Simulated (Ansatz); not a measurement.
Gas-phase electronic energies from Ansatz, PBE0-D4/def2-TZVP geometries. CBS: MP2 limit from def2 TZ/QZ plus the TZ coupled-cluster correction, frozen cores. Functionals use def2-TZVPP. Elements past krypton have def2 core potentials. For Te outer-core shells are correlated without core-valence functions, which leaves a few kJ/mol of doubt a bond. One conformer a species, not always the lowest.

Consider the formal exchange of groups at a Te–C bond: `NC[TeH]` + `CN[SiH2]CCl` → `ClC[SiH2][TeH]` + `CNCN`.

`NC[TeH]`:

Cartesian coordinates in Å:
```
N -0.972 0.663 0.537
C -0.084 -0.374 0.083
Te 0.732 0.240 -1.829
H -0.463 1.489 0.825
H -1.545 0.347 1.309
H -0.649 -1.288 -0.086
H 0.776 -0.599 0.722
H 2.204 -0.478 -1.560
```

`CN[SiH2]CCl`:

```xyz
13

C    -1.897    0.146   -0.212
N    -0.673    0.229   -0.980
Si    0.835    0.655   -0.299
C     1.527   -0.588    0.945
Cl    1.690   -2.187    0.159
H    -2.768    0.347   -0.841
H    -1.887    0.908    0.573
H    -2.045   -0.827    0.273
H    -0.660   -0.379   -1.784
H     1.818    0.783   -1.402
H     0.675    1.932    0.452
H     0.872   -0.719    1.808
H     2.514   -0.298    1.308
```

`ClC[SiH2][TeH]`:

Cartesian coordinates in Å:
```
Cl 1.077 1.747 -1.670
C 0.625 0.149 -1.009
Si -0.087 0.390 0.715
Te -0.725 -1.805 1.717
H -0.098 -0.302 -1.689
H 1.519 -0.474 -0.990
H 0.954 0.949 1.610
H -1.257 1.297 0.638
H -2.009 -1.951 0.679
```

`CNCN`:

Z-matrix (Å, degrees):
```
C
N 1 1.446
H 1 1.093 2 110.0
H 1 1.091 2 109.9 3 117.6
H 1 1.104 2 113.8 3 -120.8
C 2 1.453 1 114.0 3 66.7
H 2 1.012 1 110.1 3 -169.9
N 6 1.440 2 114.7 1 -75.2
H 6 1.094 2 107.1 1 164.3
H 6 1.103 2 112.1 1 47.0
H 8 1.013 6 109.8 2 -48.2
H 8 1.011 6 111.4 2 71.0
```

CCSD(T)/CBS gives -4.7 kJ/mol.

(1) Another level gave -5.7 kJ/mol. Which?
A. r2SCAN-D4/def2-TZVPP
B. PBE/def2-TZVPP
C. SCS-MP2/def2-TZVPP
D. ωB97M-V/def2-TZVPP

Largest T1 diagnostic among the species: 0.010.

Answers

(1) D. ωB97M-V -5.7, SCS-MP2/def2-TZVPP -1.7, PBE -15.6, r2SCAN-D4 -10.4 kJ/mol.
